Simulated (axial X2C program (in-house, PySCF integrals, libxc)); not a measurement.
# Low determinants of Br

Calculated with an axial X2C code built on PySCF integrals, basis dyall-cv3z (cores contracted in-house), spin-free (one-electron X2C) and two-component (2c, atomic mean-field Coulomb and Gaunt terms). Energies in eV from the lowest row of each column (rows without correlated energies are left out; n/a marks j-coupled starts, which PBE0 does not hold); electrons by l are Mulliken totals of the Hartree–Fock solution, and PBE0 can relax to another configuration under the same block occupation. Coupled cluster uses truncated natural virtuals with an MP2 remainder. Frozen shells in the correlated columns: 3 s, 2 p, 1 d.

Spin-free determinants:

```
electrons by l  M_S, M_L    HF   MP2  CCSD(T)  PBE0
    s8 p17 d10    1/2, 0  0.00  0.00     0.00  0.00
    s8 p17 d10    1/2, 1  0.12  0.01     0.00  0.05
```

Two-component determinants:

```
electrons by l  2M_J    HF   MP2  CCSD(T)  PBE0
    s8 p17 d10     3  0.14  0.00     0.00  0.00
    s8 p17 d10     1  0.00  0.01     0.00  0.02
```

Ground level as tabulated from the NIST Atomic Spectra Database (leading term): 2S+1 = 2, L = 1, J = 3/2.

Spin-free rows of one term, and 2c rows of one J level, should be degenerate; broken spherical symmetry, the missing current term of PBE0 and determinants that mix terms or J levels spread them. The search is wide but not exhaustive and can miss a configuration; gaps between s and d configurations can be off by some tenths of an eV with this basis and core.

The run took 16 s on 1 thread of Intel(R) Xeon(R) Processor @ 2.30GHz, on a shared host.
